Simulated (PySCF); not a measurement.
Species: 2-chloropyridine, C₅H₄ClN.
SMILES with atom numbers: `[Cl:1][c:2]1[cH:3][cH:4][cH:5][cH:6][n:7]1` (hydrogens: H8 on C3; H9 on C4; H10 on C5; H11 on C6)

Structure used (PBE0-D3(BJ)/def2-TZVP), in Å, numbered top down from 1:
```xyz
11
C5H4ClN angstrom
Cl     2.462   -1.797   -0.604
C      1.056   -0.869   -0.200
C      0.871    0.357   -0.828
C     -0.258    1.078   -0.489
C     -1.139    0.555    0.446
C     -0.844   -0.678    1.002
N      0.238   -1.385    0.687
H      1.590    0.718   -1.551
H     -0.446    2.040   -0.952
H     -2.034    1.089    0.739
H     -1.504   -1.127    1.737
```

All values: wB97X-D/pcSseg-2 (PySCF, non-relativistic), on one gas-phase PBE0-D3(BJ)/def2-TZVP geometry that isn't relaxed in the solvent. The solvent is an IEF-PCM continuum (cavity from Bondi-type radii × 1.2). The model holds no explicit solvent molecules, cavitation or dispersion.

Gas phase at wB97X-D/pcSseg-2: HOMO -9.31 eV, LUMO 0.57 eV, dipole 3.45 D.

Q: What does the continuum do to the energy, the frontier levels and the dipole at wB97X-D/pcSseg-2 in chloroform?

A: 
| solvent | ε | E(solvent) − E(gas) (kcal/mol) | polarisation term (kcal/mol) | distortion of the solute (kcal/mol) | HOMO (eV) | LUMO (eV) | dipole (D) |
| --- | --- | --- | --- | --- | --- | --- | --- |
| chloroform | 4.711 | -3.53 | -4.15 | 0.62 | -9.28 | 0.66 | 4.37 |

The first energy column is the sum of the next two and covers electrostatics alone.

Q: Which radius a makes the point-dipole formula ΔE = −[(ε − 1)/(2ε + 1)]·μ²/a³ give the value in chloroform, with the gas-phase dipole?

A: μ = 1.355 au and |ΔE| = 0.00562 Eh give a = 2.58 Å; the farthest nucleus lies 3.11 Å from the centroid of the nuclei, so such a sphere wouldn't even hold the nuclei. The formula assumes a rigid point dipole at the centre of a sphere.

Q: Give the dipole vector in the frame of the coordinates (D, pointing from negative to positive charge), gas and chloroform.

A: Gas (-1.81, 2.88, -0.52), solvent (-2.27, 3.68, -0.70). Its length changes by +27 % and its direction by less than 1°.

Note: wB97X-D ran without an empirical dispersion term, which enters the total energy and its gradient alone.
